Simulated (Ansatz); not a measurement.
Start from `B/C(C)=C/F` and change one atom or group (the configuration at the double bond changes too) to get `BN/C(C)=C\F`.

Ansatz, PBE0-D4/def2-TZVP geometries, multiplicity 1. Each molecule was computed in one conformer, which needn't be the lowest.

| property | `B/C(C)=C/F` |
| --- | --- |
| LUMO energy (ωB97M-V/def2-TZVPP) / eV | 0.20 |
| HOMO–LUMO gap (B3LYP/def2-TZVPP) / eV | 5.64 |
| HOMO–LUMO gap (ωB97M-V/def2-TZVPP) / eV | 10.25 |
| HOMO energy (PBE0/def2-TZVPP) / eV | -7.87 |
| LUMO energy (B3LYP/def2-TZVPP) / eV | -2.01 |
| HOMO energy (PBE/def2-TZVPP) / eV | -6.77 |

(1) What does the change do to each property? (Best estimate.)

## Answers

(1) Ansatz gave: 
```csv
property,`BN/C(C)=C\F`,shift
LUMO energy (ωB97M-V/def2-TZVPP) / eV,1.28,1.08
HOMO–LUMO gap (B3LYP/def2-TZVPP) / eV,5.63,-0.01
HOMO–LUMO gap (ωB97M-V/def2-TZVPP) / eV,10.06,-0.19
HOMO energy (PBE0/def2-TZVPP) / eV,-6.63,1.24
LUMO energy (B3LYP/def2-TZVPP) / eV,-0.80,1.21
HOMO energy (PBE/def2-TZVPP) / eV,-5.55,1.22
```

B3LYP here is the variant with VWN-RPA as its local correlation; programs differ in this.
